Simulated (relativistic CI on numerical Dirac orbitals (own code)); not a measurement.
## Rh⁷⁺: L2,3 absorption edge

Computed with this model: Dirac-Coulomb-Breit CI, KLI orbitals optimised for each configuration, model QED (radiative potential, 1s self-energy scaled to tabulated hydrogen-like ionisation energies), valence Slater integrals scaled by 0.9, multiplet model of core-to-valence dipole absorption; configurations [Kr] 4d2 → [He] 2s2 2p5 3s2 3p6 3d10 4s2 4p6 4d3; 300 K; Lorentzian 0.96 eV and Gaussian 0.5 eV FWHM. Energies are those of the free ion, without screening or charge transfer. The branching ratio is the share of the lower-energy edge in the whole absorption, uncertain by about 0.02 where the edges overlap. S is read from ⟨S²⟩ = S(S + 1).

Field parameters in Wybourne normalisation: Oh B⁴₀ = 21Dq, B⁴₄ = √(5/14) B⁴₀. The field is a parameter set, without covalency.

Case Oh, 10Dq = 40650 cm⁻¹, the dichroism is that of the ground state at zero temperature, magnetised by exchange field 10 meV on Sz. The dichroism I(Δm = −1) − I(Δm = +1), over the sum of the three polarisations, integrates to 0.0070 on the lower edge and 0.0572 on the upper edge. The branching ratio is 0.721.

(1) Use the orbital sum rule with 8 holes to get ⟨Lz⟩.

## Answers

(1) For a p → d edge ⟨Lz⟩ = 2 × n_h × (sum of both integrals) in this sign convention = 1.03; the ground state itself has ⟨Lz⟩ = 1.09 and ⟨Sz⟩ = -0.76. The rule assumes one radial integral for both edges, which relativistic orbitals only approach.
